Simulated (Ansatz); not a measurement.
Calculated with Ansatz (gas phase, PBE0-D4/def2-TZVP geometries, no zero-point term in ΔE). CCSD(T)/CBS is the MP2 limit (def2-TZVPP, def2-QZVPP) plus CCSD(T) − MP2 in def2-TZVPP, frozen cores. This one scheme is used for every species. DFT in def2-TZVPP. For Se outer-core shells are correlated without core-valence functions, which leaves a few kJ/mol of doubt a bond. Scalar relativity is left out up to krypton. Each species was taken in one conformer, which may not be the lowest.

Consider the formal exchange of groups at the Se–Al bond: `[Cl][Al]([Cl])[SeH]` + `C=[N][AlH2]` → `[AlH2]/[N]=C\[SeH]` + `[Cl][AlH][Cl]`.

`[Cl][Al]([Cl])[SeH]`:

Z-matrix (Å, degrees):
```
Al
Cl 1 2.080
Se 1 2.290 2 121.6
Cl 1 2.078 2 119.7 3 180.0
H 3 1.470 1 90.4 2 -0.3
```

`C=[N][AlH2]`:

Cartesian coordinates in Å:
```
C 0.077 -0.060 -1.493
N 0.013 -0.011 -0.254
Al -0.077 0.060 1.491
H -0.376 -0.876 -2.078
H 0.591 0.709 -2.090
H -1.311 0.819 2.120
H 1.083 -0.640 2.303
```

`[AlH2]/[N]=C\[SeH]`:

```xyz
8

Al   -0.407    1.998   -0.090
N    -0.238    0.264    0.102
C    -0.072   -0.953    0.209
Se    1.429   -1.892   -0.563
H    -1.219    2.511   -1.343
H     0.246    2.916    1.016
H    -0.748   -1.632    0.744
H     1.009   -3.212   -0.075
```

`[Cl][AlH][Cl]`:

Z-matrix (Å, degrees):
```
Al
Cl 1 2.082
Cl 1 2.082 2 118.2
H 1 1.563 2 120.9 3 180.0
```

CCSD(T)/CBS gives +30.6 kcal/mol.

(1) Another level gave +26.2 kcal/mol. Which?
A. MP2/def2-TZVPP
B. PBE/def2-TZVPP
C. BLYP-D4/def2-TZVPP
D. RPA@PBE/def2-TZVPP

Largest T1 diagnostic among the species: 0.015.

Answers

(1) B. PBE 26.2, RPA@PBE/def2-TZVPP 28.3, MP2/def2-TZVPP 29.4, BLYP-D4 25.2 kcal/mol.

From PBE to PBE0 (25 % exact exchange), in def2-TZVPP and without D4, ΔE moves by +2.5 kcal/mol. Leaving LDA and LC-ωPBE aside and taking each functional with its dispersion term where it has one, the values, not all of them listed here, spread over 5.3 kcal/mol, from BLYP-D4 to BHLYP-D4. In def2-TZVPP, CCSD(T) changes the Hartree–Fock value by −2.7 kcal/mol (the triples alone add −0.8 kcal/mol) and MP2 by −2.9 kcal/mol.
